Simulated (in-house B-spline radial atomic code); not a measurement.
A calculation on Sc: its settings, and results tabulated from the run. Method: non-relativistic TPSSh, spin-polarised, spherical fractional occupations, exact exchange averaged over the configuration, point nucleus. Calculated with an all-electron radial atomic-structure program (B-spline basis).

Command:
```bash
python run_scf.py task.json out
```
Settings:
```
Z                21
configuration    [Ar] 3d1 4s2
hamiltonian      nr
method           tpssh
spin_polarised   True
exact_exchange   averaged over the configuration
```

Output (hartree, bohr):
```
 radial grid: 56 intervals, B-splines of order 8, outer radius 50 bohr

 iter        energy (Eh)    residual
    1        -760.621845    3.15e-02
    2        -760.623860    7.56e-04
    3        -760.623870    4.73e-04
    4        -760.623873    2.75e-04
    5        -760.623874    5.98e-05
    6        -760.623874    9.87e-06
    7        -760.623874    1.22e-06
    8        -760.623874    3.63e-07
    9        -760.623874    9.93e-08

 total energy                      -760.62387
 kinetic                             759.8981
 electron-nucleus                  -1800.3094
 Hartree                             318.6662
 exact exchange                       -3.7744
 exchange-correlation                -35.1044

 orbital      occ     eigenvalue          <r>       <r^2>       <1/r>       r_max
 1s up      1.000      -161.5273    0.0735387  0.00725858     20.5405     0.04836
 1s down    1.000      -161.5276    0.0735387  0.00725859     20.5405     0.04836
 2s up      1.000       -17.5249     0.345302    0.141002     4.25762      0.2853
 2s down    1.000       -17.5165     0.345169    0.140882     4.25921      0.2852
 2p up      3.000       -14.4279     0.308469    0.117444     4.18206       0.233
 2p down    3.000       -14.4209     0.308306    0.117303     4.18364       0.233
 3s up      1.000        -2.1018      1.08096     1.34649     1.28996      0.9307
 3s down    1.000        -2.0700       1.0803     1.34468     1.29063      0.9295
 3p up      3.000        -1.2997      1.17021     1.61256     1.16651      0.9683
 3p down    3.000        -1.2656      1.16985     1.61185     1.16682      0.9671
 3d up      1.000        -0.1531      1.80378     4.42974    0.776261       1.085
 4s up      1.000        -0.1663      3.73654     15.9993    0.343509        3.16
 4s down    1.000        -0.1556      3.82564     16.7764    0.333672       3.238

 Slater integrals (Eh)
   F0(3d up,3d up)               0.525377
   F2(3d up,3d up)               0.231936
   F4(3d up,3d up)               0.142321
   F0(3d up,4s up)               0.296132
   G2(3d up,4s up)               0.054933
   F0(3d up,4s down)             0.290144
   F0(4s up,4s up)               0.241667
   F0(4s up,4s down)             0.238843
   F0(4s down,4s down)           0.236132
```

Run time, properties included: 0.26 s on 1 thread of Intel(R) Xeon(R) 6975P-C, on a shared host.
